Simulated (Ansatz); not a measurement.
Computed with Ansatz on PBE0-D4/def2-TZVP structures; ΔE is electronic, products minus reactants. CCSD(T)/CBS is the MP2 limit (def2-TZVPP, def2-QZVPP) plus CCSD(T) − MP2 in def2-TZVPP, frozen cores. This one scheme is used for every species. For Ge outer-core shells are correlated without core-valence functions, which leaves a few kJ/mol of doubt a bond. Scalar relativity is left out up to krypton. One conformer a species, not always the lowest.

Consider the ligand exchange at a Ge–O bond: `[OH][GeH]([F])[F]` + HCl → `[F][GeH]([F])[Cl]` + H₂O.

```
            species  CCSD(T)/CBS(def2) energy (Eh)
`[OH][GeH]([F])[F]`                    -2352.17909
                HCl                     -460.38127
`[F][GeH]([F])[Cl]`                    -2736.19042
                H₂O                      -76.37941
```

(1) Work out ΔE.

Largest T1 diagnostic among the species: 0.012.

## Answers

(1) ΔE = (-2736.19042) + (-76.37941) − (-2352.17909) − (-460.38127) = -0.00947 Eh = -24.9 kJ/mol.

Leaving LDA and LC-ωPBE aside and taking each functional with its dispersion term where it has one, the values, not all of them listed here, spread over 9.2 kJ/mol, from HSE06-D4 to CAM-B3LYP-D4. LDA lies +4.7 kJ/mol from PBE without D4. At CCSD(T), def2-SVP lies +11.3 kJ/mol from the extrapolated value and def2-TZVPP +5.0 kJ/mol.
